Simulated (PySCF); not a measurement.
Computed properties of C5H7F, SMILES F[C@H]1CC=C1C

C5H7F, SMILES CC1=CC[C@@H]1F. Geometry optimised at B3LYP-D3(BJ)/def2-SVP. The structure was generated by enumeration; whether it is a known compound was not checked. One conformer was computed; it need not be the lowest. All values are computed for the isolated molecule unless a solvent is named; none is compared with measurement here.

**Structure.** All 33 harmonic modes at B3LYP-D3(BJ)/def2-SVP (PySCF) are real, so it is a minimum. With heavy atoms numbered as in [CH3:1][C:2]1=[CH:3][CH2:4][C@@H:5]1[F:6], the shortest bond between them is C2–C3 at 1.347 Å and the longest C4–C5 at 1.559 Å.

**Vibrations.** The strongest infrared lines (harmonic, unscaled, degenerate partners summed) lie at 1148 cm⁻¹ (77 km/mol, C 45 %, H 41 %, F 14 %), 3042 cm⁻¹ (50 km/mol, H 93 %), 1368 cm⁻¹ (49 km/mol, H 70 %, C 29 %). The softest mode is at 150 cm⁻¹ and the zero-point energy is 66.9 kcal/mol.

**Electronic structure.** PBE0/def2-TZVP (PySCF) places the frontier levels at -7.26 and 0.09 eV, a gap of 7.35 eV, and gives a dipole moment of 1.80 D and a mean polarisability of 58.3 bohr³. PBE/def2-TZVP (PySCF) at the same geometry gives -6.14 and -0.95 eV, so its gap is 2.16 eV narrower. An orbital gap is neither the optical nor the fundamental gap.

**Excitations.** TDA-PBE0/def2-SVPD (PySCF) has S1 at 6.92 eV (179 nm, f = 0.066, bright); the most intense of the 10 singlets computed lies at 7.88 eV (f = 0.15). T1 (TDA) is at 4.17 eV, 2.75 eV under S1. TDA-PBE/def2-SVPD (PySCF) puts S1 at 6.33 eV. No vertical singlet excitation falls in the visible range (under 3.1 eV).

**NMR.** GIAO shifts at PBE0/pcSseg-1 (PySCF) (non-relativistic, atoms alike by connectivity averaged): ¹³C from 18.0 to 160.1 ppm against TMS; ¹H from 2.2 to 6.5 ppm against TMS; ¹⁹F at -204.8 ppm against CFCl3.

**Solvation.** SMD-ωB97X/6-31G* (PySCF) gives -0.1 kcal/mol in water, -3.6 kcal/mol in 1-octanol, -4.1 kcal/mol in ethanol (1 M in both phases, gas-phase geometry); of these solvents ethanol holds the molecule best.
